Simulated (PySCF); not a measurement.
**Electronic absorption of [C3H14NOP2Si]+**

Compound: C3H14NOP2Si (charge +1).
InChI=1S/C3H14NOP2Si/c1-3-5-8(6,7)4-2/h4H,3,6H2,1-2,7H3/q+1/t8-/m0/s1

Level of theory: PySCF 2.14.0, density-fitted response routines, TDDFT CAM-B3LYP/def2-SVPD, vertical, gas phase, core orbitals frozen in the response. Geometry: PBE0-D3(BJ)/def2-SVP, one conformer, isolated ion. Torsions of this conformer, `[CH3:1][CH2:2][O:3][Si@@:4]([PH2:5])([PH3+:6])[NH:7][CH3:8]`: C1–C2–O3–Si4 64°, C2–O3–Si4–P5 56°, O3–Si4–N7–C8 154°, H–P5–Si4–O3 149°, H–P5–Si4–O3 54°.

| state | E (eV) | E (hartree) | f | main configurations (H = HOMO, L = LUMO) |
| --- | --- | --- | --- | --- |
| S1 | 6.03 | 0.2217 | 0.029 | H→L (88%) |
| S2 | 6.35 | 0.2335 | 0.046 | H→L+1 (56%), H→L+3 (10%) |
| S3 | 6.45 | 0.2369 | 0.049 | H-1→L (41%), H→L+1 (15%), H-1→L+2 (11%) |
| S4 | 6.66 | 0.2447 | 0.054 | H→L+2 (52%), H→L+3 (18%), H-1→L (16%) |
| S5 | 6.76 | 0.2483 | 0.126 | H-1→L (20%), H-1→L+1 (19%), H-1→L+4 (15%) |
| S6 | 6.95 | 0.2554 | 0.198 | H→L+3 (30%), H-1→L+1 (18%), H→L+1 (12%) |
| S7 | 7.07 | 0.2599 | 0.0029 | H→L+3 (25%), H→L+2 (21%), H-1→L+4 (15%) |
| S8 | 7.11 | 0.2613 | 0.055 | H-1→L+2 (41%), H-1→L+1 (19%), H→L+2 (13%) |
| S9 | 7.29 | 0.2678 | 0.052 | H→L+4 (33%), H-1→L+3 (28%) |
| S10 | 7.37 | 0.2707 | 0.019 | H-2→L (74%) |

Triplets, Tamm–Dancoff:

```tsv
state	E (eV)	λ (nm)	main configurations (H = HOMO, L = LUMO)
T1	5.22	237.3	H-1→L (43%), H→L (37%)
T2	5.72	216.8	H→L+1 (50%), H→L+2 (14%), H-1→L (11%)
T3	5.82	213.0	H-1→L+4 (46%), H→L+4 (8%), H→L (8%)
T4	5.90	210.1	H→L (36%), H→L+1 (16%), H-1→L (13%)
```

The lowest singlet lies at 6.03 eV (205 nm, ultraviolet) and is weak; its leading configuration is HOMO→LUMO (88%). The most intense listed level is S6 at 6.95 eV (178 nm, f = 0.198), 0.92 eV above S1. Löwdin shares by element: HOMO nitrogen 44%, carbon 11% or more, phosphorus 10% or more, silicon 8% (atoms not listed hold the other 27%); LUMO phosphorus 53%, silicon 18%, hydrogen 16% or more. Weighted by f, the mean energy of these states is 6.82 eV. The listed states span 1.33 eV, and the widest gap between neighbours is 0.32 eV (S1 to S2). The oscillator strengths of these states sum to 0.631; summed over the whole spectrum of an exact calculation they would give the number of electrons, 90 (Thomas–Reiche–Kuhn). All these states lie below the vertical ionisation energy of 13.19 eV (ΔSCF). The window holds the lowest 10 singlets.
